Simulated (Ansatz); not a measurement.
Mulliken charges of BrGaH₂OS, SMILES `[OH][Ga]([SH])[Br]` from ωB97M-V/def2-TZVPP in Ansatz (PBE0-D4/def2-TZVP geometry).

```json
{"atom": "O1", "x (Å)": "-0.433", "y (Å)": "0.847", "z (Å)": "-1.308", "charge (e)": "-0.372"}
{"atom": "Ga2", "x (Å)": "-0.174", "y (Å)": "-0.536", "z (Å)": "-0.228", "charge (e)": "0.537"}
{"atom": "S3", "x (Å)": "0.726", "y (Å)": "-0.423", "z (Å)": "1.763", "charge (e)": "-0.215"}
{"atom": "Br4", "x (Å)": "-0.844", "y (Å)": "-2.549", "z (Å)": "-1.022", "charge (e)": "-0.225"}
{"atom": "H5", "x (Å)": "-0.142", "y (Å)": "1.689", "z (Å)": "-0.950", "charge (e)": "0.161"}
{"atom": "H6", "x (Å)": "0.909", "y (Å)": "0.908", "z (Å)": "1.699", "charge (e)": "0.114"}
```

Problem. By hand: the dipole of these point charges (1 e Å = 4.8032 D).

Solution. Σ q r = (0.182, 0.437, 0.256) e Å, of length 0.538 e Å = 2.58 D.

Problem. How does the dipole of the full density compare? (Best estimate.)

Solution. Computed: (0.184, 0.467, 0.248) e Å, 2.69 D; the point charges give 0.96 times that, at 2° from its direction.

Point charges leave out the atoms' own dipoles, such as those of lone pairs, and Mulliken's split depends on the basis, so the close match here is no proof of good charges.
